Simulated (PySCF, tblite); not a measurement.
Isomers of CH8F3PSi3, one GFN2-xTB conformer each. Single-point energies are computed at PBE0/pcSseg-1 (PySCF, gas phase, no added dispersion term), electronic only.

Problem. Rank them by PBE0/pcSseg-1 energy, lowest first (kcal/mol).
A. `[F:1][C:2]([F:3])([F:4])[SiH2:5][SiH2:6][PH:7][SiH3:8]` with C2–Si5–Si6–P7 -177°, Si5–Si6–P7–Si8 79°
B. `[F:1][Si:2]([F:3])([F:4])[Si@@H:5]([PH2:6])[CH2:7][SiH3:8]` with Si2–Si5–P6–H -48° and 44°, Si2–Si5–C7–Si8 64°

Solution. B (0.0), A (121.5).

As drawn, the lower has an Si–F bond, which the higher lacks; the higher has two fluorines on one carbon, which the lower lacks. GFN2-xTB itself gives, in the same order: 0.0, 107.2. Both levels put the same isomer lowest.

Problem. Which frontier levels, dipoles and rotational constants go with these structures?

Solution. 
```
                      SMILES  HOMO (eV, PBE0/pcSseg-1)  LUMO (eV)  dipole (D)        A, B, C (MHz)
F[Si](F)(F)[Si@@H](P)C[SiH3]                     -8.01      -1.06        2.85  892.0, 792.6, 480.8
 FC(F)(F)[SiH2][SiH2]P[SiH3]                     -7.58      -1.03        2.72   2083, 390.8, 370.8
```

Problem. What happens when harmonic zero-point energies from GFN2-xTB frequencies are added?

Solution. 
```json
{"SMILES": "F[Si](F)(F)[Si@@H](P)C[SiH3]", "ZPE (kcal/mol)": "53.7", "electronic (kcal/mol)": "0.0", "with ZPE (kcal/mol)": "0.0"}
{"SMILES": "FC(F)(F)[SiH2][SiH2]P[SiH3]", "ZPE (kcal/mol)": "49.7", "electronic (kcal/mol)": "121.5", "with ZPE (kcal/mol)": "117.5"}
```

The zero-point energies span 4.0 kcal/mol. The order is unchanged.
